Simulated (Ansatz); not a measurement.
Ansatz (a program for electronic structure) input:

Ansatz 0.2 input:
```yaml
crystal:
  periodic: [false, false, false]
  atoms:
    - {symbol: Si, position_ang: [-0.56573488, -0.13392058, -0.04107946]}
    - {symbol: Ge, position_ang: [1.46346490, 0.05952230, -0.85811251]}
    - {symbol: H, position_ang: [-1.31159891, 0.14144186, 1.21729743]}
    - {symbol: H, position_ang: [-1.68430217, -0.70412028, -0.87810338]}
    - {symbol: H, position_ang: [2.08551765, 0.73437373, 0.59986200]}
basis:
  gaussian:
    orbitals: def2-TZVP
hamiltonian:
  xc: b3lyp
  dispersion: d3bj
total_charge: -1
relax: {f_tol: 0.002, max_steps: 150}
```

Question: Predict the final energy.

Answer: -2368.38327 Eh (B3LYP-D3(BJ)/def2-TZVP). The basis has 103 functions. The run takes roughly 23 core-seconds.

It need not be the lowest isomer of its formula. Whether it binds its extra electron was not tested at this geometry.
